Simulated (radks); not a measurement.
Fractional charge and spin in the 4s shell of calcium: the spin-up occupation runs from 0 to 1 and the spin-down occupation from 0 to 1; the fullest corner is Ca, [Ar] 4s(up 1, down 1). Calculated with a radial shooting solver on a logarithmic mesh with Libxc functionals: non-relativistic Kohn-Sham, LDA (Slater exchange, Perdew-Wang correlation), spin-polarised, spherical densities, point nucleus. Energy (eV) minus the two flat planes that join the four corners (they meet along the diagonal where the two added fractions sum to one electron); zero is where a piecewise linear energy would lie.

down \ up,0,0.5,1
0,0.000,-0.645,0.000
0.5,-0.645,0.216,-0.596
1,0.000,-0.596,0.000

Corners above the fullest one (they belong to Ca+ and the next ion): (up 1, down 0) 6.217 eV, (up 0, down 1) 6.217 eV, (up 0, down 0) 18.328 eV. With half an added electron in each spin the energy lies 0.216 eV from the planes (fractional-spin error, the static-correlation error of a stretched bond), and with half an added electron in spin up alone -0.645 eV (fractional-charge error). For a frontier s shell over closed shells the exact functional lies on the planes.
